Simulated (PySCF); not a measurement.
Vertical excitations of a molecule CH₈N₂O₂Si from TDDFT-PBE/def2-SVPD run with PySCF 2.14.0, as energy in eV (oscillator strength): 4.79 (0.008), 5.60 (0.028), 5.88 (0.008), 6.05 (0.001), 6.15 (0.023), 6.70 (0.009), 6.75 (0.004), 6.81 (0.012), 6.86 (0.005), 6.90 (0.017). Lowest triplet (TDA): 4.70 eV. Coordinates come from a B3LYP-D3(BJ)/def2-SVP optimisation. One conformer was computed; it need not be the lowest.

Which molecule gave these data?
(A) CO[Si](N)(N)O
(B) NC[Si](N)(O)O
(C) CN[Si](N)(O)O

C, CN[Si](N)(O)O
